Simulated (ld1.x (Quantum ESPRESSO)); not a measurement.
# caesium: RRKJ pseudisation with PBE, scalar-relativistic reference atom.

```
Element                 : Cs
Generator               : ld1.x (Quantum ESPRESSO) 7.5
Type                    : norm-conserving RRKJ (Kleinman–Bylander form)
Functional              : PBE
Relativity              : scalar-relativistic
Frozen core             : [Xe]
Valence charge          : 1
Reference configuration : 5d0 6s0.5 6p0.5
Partial waves           : 6s (bound): rc 3.90 bohr; 6p (bound): rc 3.60 bohr; 5d (bound, empty): rc 4.20 bohr
Local potential         : all-electron potential smoothed inside 3.55 bohr (lloc = -2)
Core correction         : a·sin(br)/r model core inside 3.10 bohr
rho0                    : 0.01
```

All-electron outer shells of the reference configuration (PBE, scalar-relativistic, ld1.x):

```tsv
shell	level (eV)	outermost node (bohr)	outermost maximum (bohr)
5s	-27.38	0.82	1.54
5p	-14.15	0.89	1.79
6s	-2.41	2.10	4.68
6p	-1.04	2.60	6.81
5d	-0.76	1.06	3.21
```

Q: Is a potential produced?

A: No. ld1.x (Quantum ESPRESSO) 7.5 stopped with "compute_chi: n is too large": the Bessel-function wave could not be built (negative determinant in compute_phi), and the routine for χ then failed on it.
